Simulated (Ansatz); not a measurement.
Cartesian coordinates in Å:
```
O 0.328 0.221 -1.337
Ga -0.293 0.122 0.307
F -1.679 1.086 0.695
Cl 0.547 -1.093 1.821
H 1.096 -0.337 -1.486
```

Charge 0, multiplicity 1.

Problem. List the CAM-B3LYP/def2-TZVPP orbital energies in eV (the Gaussian-basis code of Ansatz). (An estimate is asked.)

Solution. Computed: Occupied: -10141.16, -2764.87, -1252.68, -1110.02, -1109.89, -1109.85, -672.98, -523.18, -259.63, -198.68, -198.55, -198.53, -153.22, -106.74, -106.48, -106.41, -33.65, -29.93, -26.77, -26.45, -26.40, -26.22, -26.02, -24.52, -16.44, -14.65, -13.38, -13.24, -13.05, -11.77, -11.63, -11.14, -11.07. Lowest empty: -0.73, 0.17, 1.83, 2.97, 3.65, 5.08, 6.22, 6.40.
